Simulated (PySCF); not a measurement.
## Spectroscopy problems

[PySCF 2.14.0 with density-fitted response routines: PBE0/pcSseg-1 with gauge-including orbitals; GFN2-xTB geometry; gas phase; single conformer; fast rotation and ring inversion assumed for equivalent nuclei; non-relativistic]

Scale: ¹H and ¹³C vs TMS (reference shieldings calculated alike). Splittings of carbon signals by F and P are missing where no couplings were computed. Where no couplings were computed, multiplicities follow the n + 1 count of equivalent neighbours, and m marks all less simple cases (inequivalent or close neighbours, rings, F or P nearby). Shifts are as computed. Against solution values, carbons near 30 ppm lie about +3 ppm off and those near 130 ppm about +5 ppm. Of 1211 compounds with measured shifts, 218 miss one by over three times the rms of a fit or turn the order of signals round; such compounds aren't used in these exercises. OH and NH positions are gas-phase values without hydrogen bonding to other molecules.

Task: C$_{5}$H$_{13}$NO$_{3}$Si. ¹H NMR (600 MHz, computed): δ 5.24 (m, 1H), 4.87 (m, 1H), 4.83 (s, 1H), 4.11 (m, 1H), 3.76 (s, 3H), 2.71 (s, 3H), 1.99 (m, 1H), 1.65 (m, 1H), 0.50 (br s, 1H). ¹³C{¹H} NMR (computed): δ 99.1, 61.0, 56.7, 40.5, 27.7. Give a structure.

Result: `CN[Si@@H]1OCC[C@H](OC)O1`. The formula gives 1 degree of unsaturation (1 ring in the answer). 5 carbon signals for 5 carbons: no two carbons are equivalent. Carbon types of the structure: 1 × CH, 2 × CH2, 2 × CH3, leaving 2 H on heteroatoms. δC 99.1: sp3 carbon bearing two oxygens; 2 electronegative neighbours deshield it. δC 61.0: sp3 CH2 bonded to O; the inductive effect lowers its shielding. δC 40.5: sp3 CH2 in a ring; a saturated carbon with 2 carbon neighbours and no heteroatom attached. δH 3.76: hydrogen on a methyl carbon bonded to O; its carbon carries O, hence the downfield position.

This is the structure that produced the data.

Task: C$_{5}$H$_{13}$FOSi$_{2}$. ¹H NMR (400 MHz, computed): δ 6.75 (m, 1H), 5.53 (m, 2H), 4.23 (s, 2H), 4.02 (s, 3H), 3.85 (q, 2H), 1.24 (t, 3H). ¹³C{¹H} NMR (computed): δ 171.9 (C), 142.7 (CH), 77.1 (CH2), 67.7 (CH2), 13.7 (CH3). Give a structure.

Result: `InChI=1S/C5H13FOSi2/c1-2-7-3-5(8)4-9-6/h4H,2-3,9H2,1,8H3/b5-4-`. The formula gives 1 degree of unsaturation (no ring in the answer). 5 carbon signals for 5 carbons: no two carbons are equivalent. Carbon types of the structure: 1 × C, 1 × CH, 2 × CH2, 1 × CH3, leaving 5 H on heteroatoms. δC 171.9: fully substituted alkene carbon. δC 142.7: alkene CH; the olefinic region. δC 77.1: allylic sp3 CH2 bonded to O; pulled downfield by the heteroatom. δC 67.7: sp3 CH2 bonded to O; deshielded by the electronegative neighbour.

This is the structure that produced the data.
